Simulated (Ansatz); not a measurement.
Mulliken charges of CH₅BrOSi (`CO[SiH2]Br`) from PBE/def2-TZVPP in Ansatz (PBE0-D4/def2-TZVP geometry).

| atom | x (Å) | y (Å) | z (Å) | charge (e) |
| --- | --- | --- | --- | --- |
| C1 | -0.528 | 0.458 | -1.194 | -0.145 |
| O2 | 0.126 | -0.612 | -0.545 | -0.290 |
| Si3 | 0.446 | -0.664 | 1.049 | 0.448 |
| Br4 | 1.802 | 0.997 | 1.645 | -0.220 |
| H5 | -1.474 | 0.707 | -0.702 | 0.097 |
| H6 | -0.736 | 0.152 | -2.220 | 0.112 |
| H7 | 0.107 | 1.349 | -1.211 | 0.107 |
| H8 | -0.786 | -0.489 | 1.855 | -0.064 |
| H9 | 1.131 | -1.944 | 1.306 | -0.046 |

Question: By hand: the dipole of these point charges (1 e Å = 4.8032 D).

Answer: Σ q r = (-0.372, -0.055, -0.186) e Å, of length 0.420 e Å = 2.02 D.

Question: How does the dipole of the full density compare? (An estimate is asked.)

Answer: Computed: (-0.279, 0.008, -0.156) e Å, 1.54 D; the point charges give 1.31 times that, at 9° from its direction.

Point charges leave out the atoms' own dipoles, such as those of lone pairs, and Mulliken's split depends on the basis, so the two needn't agree.
